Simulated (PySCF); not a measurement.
## SMILES C=C(OC(C)=O)[Se]C, C₅H₈O₂Se

Geometry:
```json
{"atom": "C1", "x (Å)": "0.797", "y (Å)": "-1.329", "z (Å)": "0.408"}
{"atom": "C2", "x (Å)": "0.393", "y (Å)": "-0.089", "z (Å)": "0.194"}
{"atom": "O3", "x (Å)": "-0.892", "y (Å)": "0.398", "z (Å)": "0.108"}
{"atom": "C4", "x (Å)": "-2.004", "y (Å)": "-0.322", "z (Å)": "0.355"}
{"atom": "C5", "x (Å)": "-3.218", "y (Å)": "0.540", "z (Å)": "0.132"}
{"atom": "O6", "x (Å)": "-2.023", "y (Å)": "-1.472", "z (Å)": "0.690"}
{"atom": "Se7", "x (Å)": "1.486", "y (Å)": "1.458", "z (Å)": "-0.088"}
{"atom": "C8", "x (Å)": "3.267", "y (Å)": "0.667", "z (Å)": "0.051"}
{"atom": "H9", "x (Å)": "0.102", "y (Å)": "-2.134", "z (Å)": "0.557"}
{"atom": "H10", "x (Å)": "1.845", "y (Å)": "-1.562", "z (Å)": "0.445"}
{"atom": "H11", "x (Å)": "-3.444", "y (Å)": "0.552", "z (Å)": "-0.933"}
{"atom": "H12", "x (Å)": "-4.064", "y (Å)": "0.122", "z (Å)": "0.667"}
{"atom": "H13", "x (Å)": "-3.021", "y (Å)": "1.558", "z (Å)": "0.452"}
{"atom": "H14", "x (Å)": "3.393", "y (Å)": "-0.082", "z (Å)": "-0.727"}
{"atom": "H15", "x (Å)": "3.394", "y (Å)": "0.232", "z (Å)": "1.038"}
{"atom": "H16", "x (Å)": "3.982", "y (Å)": "1.472", "z (Å)": "-0.093"}
```

Computed, not measured: PySCF 2.14.0, GIAO KT3/pcSseg-1 magnetisability, rotational g tensor and spin-rotation constants, non-relativistic, gas phase. Geometry: GFN2-xTB.

The calculation is non-relativistic, which matters for the atoms heavier than Zn.

Give the nuclear spin-rotation constants along the inertial axes (H = +C I·J) beside the isotropic shieldings.

Rotational constants 3.4670, 0.7265, 0.6059 GHz. A star marks the isotopologue with that one atom substituted, in its own axes.
| atom | isotope | Caa (kHz) | Cbb (kHz) | Ccc (kHz) | mean (kHz) | σ (ppm) |
| --- | --- | --- | --- | --- | --- | --- |
| H9 | 1H | 0.155 | -0.032 | -0.060 | 0.021 | 25.1 |
| H10 | 1H | 0.082 | -0.031 | -0.075 | -0.008 | 27.4 |
| H11 | 1H | -0.385 | -0.071 | 0.015 | -0.147 | 29.4 |
| H12 | 1H | 0.054 | -0.081 | -0.058 | -0.028 | 30.0 |
| H13 | 1H | -0.304 | -0.014 | -0.049 | -0.122 | 29.7 |
| H14 | 1H | -0.335 | -0.049 | -0.012 | -0.132 | 29.5 |
| H15 | 1H | -0.333 | -0.045 | -0.016 | -0.131 | 29.5 |
| H16 | 1H | 0.003 | -0.059 | -0.071 | -0.042 | 30.1 |
| C1 | 13C* | 1.285 | 0.197 | 0.075 | 0.519 | 93.9 |
| C2 | 13C* | 1.683 | 0.236 | 0.154 | 0.691 | 28.9 |
| O3 | 17O* | -0.828 | -0.289 | -0.089 | -0.402 | 79.2 |
| C4 | 13C* | 1.756 | 0.214 | 0.167 | 0.713 | 24.4 |
| C5 | 13C* | 0.492 | 0.098 | 0.109 | 0.233 | 161.5 |
| O6 | 17O* | -2.025 | -0.381 | -0.068 | -0.825 | -99.9 |
| Se7 | 77Se* | 4.455 | 1.585 | 1.179 | 2.406 | 1466.7 |
| C8 | 13C* | 0.490 | 0.094 | 0.093 | 0.226 | 168.9 |

For the geometry as given, no vibrational averaging.

How do the rotational constants and the g tensor change when H9, H10, H11, H12, H13, H14, H15, H16 are replaced by deuterium?

Constants 2.9228, 0.6573, 0.5445 GHz; g -0.0347, -0.0059, -0.0028, against -0.0405, -0.0067, -0.0032 before.
